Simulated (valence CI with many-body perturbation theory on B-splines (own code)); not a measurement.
The numbers below are computed, except where a source is named.
# Hyperfine factors and g values of Mo²⁰⁺

Method: configuration interaction combined with many-body perturbation theory (CI+MBPT): four valence electrons over a frozen Dirac-Fock core [Ar], radial functions for each j: 7 s, 7 p, 8 d, 6 f, 4 g, 1 h, with the one-electron correlation potential Σ1, the two-electron term Σ2, the three-electron term Σ3, Breit, model QED; selected CI, second order for the rest, scaled by the run's own slope (own B-spline code, finite nucleus).

No measured levels were compared; by estimate terms of the open shell hold to 2 to 4 % of their energy, and close levels can change places. Only levels of the ground parity were solved; by the run's estimate the other parity begins above the list, which can be wrong where configurations are misplaced.

A/g_I is the dipole constant over the nuclear g factor μ/I (μ in nuclear magnetons, uniformly magnetised nucleus), B/Q the quadrupole constant per barn. Both hold the static response of the core; the bare values leave it out. Large factors of s and p1/2 electrons are usually good to 5 to 10 %; those of open d and f shells near neutrality can be off by tens of per cent, and small factors of p3/2, d and f electrons come from cancelling terms and can be off by a factor of two or in sign, in half-filled shells by more. B is blank for J = 1/2, where it vanishes, and for nearly pure S terms. Energies count from the lowest level. Levels with J = 0 are left out.

Names give the largest LS component (configuration and term), which can be under half, so a name can repeat, a term be missing and a line seem to break the LS rules; names also repeat where a configuration has a term twice. Letters in brackets count levels of one name in rising energy.

| Level | E (eV) | g | A/g_I (MHz) | A/g_I bare | B/Q (MHz/b) | B/Q bare |
| --- | --- | --- | --- | --- | --- | --- |
| 3d⁴ ⁵D_1 | 1.263 | 1.497 | 203 | 556 | 3030 | 3110 |
| 3d⁴ ⁵D_2 | 2.581 | 1.486 | 1780 | 2110 | 2120 | 2170 |
| 3d⁴ ⁵D_3 | 3.770 | 1.476 | 3100 | 3420 | -1950 | -2000 |
| 3d⁴ ⁵D_4 | 4.773 | 1.456 | 4240 | 4550 | -8540 | -8770 |
| 3d⁴ ³H_4 | 9.752 | 0.931 | 7160 | 7150 | 3740 | 3830 |
| 3d⁴ ³G_3 | 11.690 | 0.900 | 7380 | 7340 | 856 | 878 |
| 3d⁴ ³P_1 [a] | 11.769 | 1.428 | 4090 | 4380 | -469 | -489 |
| 3d⁴ ³H_5 | 11.782 | 1.065 | 6390 | 6460 | 5900 | 6060 |
| 3d⁴ ³F_2 [a] | 12.145 | 0.742 | 7680 | 7560 | 1330 | 1360 |
| 3d⁴ ³H_6 | 12.707 | 1.135 | 6390 | 6500 | 5460 | 5600 |
| 3d⁴ ³F_4 [a] | 13.729 | 1.069 | 6040 | 6110 | -1740 | -1780 |
| 3d⁴ ³P_2 [a] | 14.614 | 1.356 | 4270 | 4520 | 296 | 297 |
| 3d⁴ ³G_4 | 14.683 | 1.087 | 6320 | 6410 | -1040 | -1070 |
| 3d⁴ ³F_3 [a] | 15.393 | 0.993 | 6370 | 6390 | -762 | -785 |
| 3d⁴ ³D_3 | 16.486 | 1.260 | 4940 | 5130 | 1810 | 1860 |
| 3d⁴ ³G_5 | 16.674 | 1.164 | 5430 | 5570 | -3770 | -3870 |
| 3d⁴ ³D_2 | 17.443 | 1.176 | 6590 | 6730 | 2410 | 2470 |
| 3d⁴ ¹I_6 | 18.040 | 1.027 | 6560 | 6600 | 8730 | 8960 |
| 3d⁴ ³D_1 | 18.195 | 0.579 | 9240 | 9010 | 1900 | 1950 |
| 3d⁴ ¹G_4 [a] | 20.267 | 1.053 | 5540 | 5610 | -849 | -864 |
| 3d⁴ ¹D_2 [a] | 21.851 | 1.072 | 6390 | 6460 | 2520 | 2580 |
| 3d⁴ ¹F_3 | 23.044 | 1.036 | 6220 | 6270 | 8630 | 8850 |
| 3d⁴ ³P_2 [b] | 25.540 | 1.395 | 4040 | 4310 | 2440 | 2520 |
| 3d⁴ ³F_4 [b] | 26.439 | 1.210 | 4620 | 4780 | 6160 | 6320 |
| 3d⁴ ³F_2 [b] | 27.375 | 0.755 | 8870 | 8750 | 7410 | 7600 |
| 3d⁴ ³F_3 [b] | 27.804 | 1.071 | 6650 | 6720 | 8500 | 8720 |
| 3d⁴ ³P_1 [b] | 28.334 | 1.488 | 1120 | 1460 | -2680 | -2750 |
| 3d⁴ ¹G_4 [b] | 30.263 | 1.027 | 6900 | 6950 | 4450 | 4570 |
| 3d⁴ ¹D_2 [b] | 38.139 | 0.998 | 6540 | 6570 | -10600 | -10900 |

Task: Take the isotope of mass number 97, with I = 5/2, μ = -0.9324 μN and Q = 0.255 b. What is the hyperfine structure of 3d⁴ ³H_5?

Result: From the table A = -2380 MHz, B = 1510 MHz. Shifts from the centre of gravity in MHz: F = 5/2: 36400, F = 7/2: 27600, F = 9/2: 16400, F = 11/2: 3140, F = 13/2: -12200, F = 15/2: -29400.
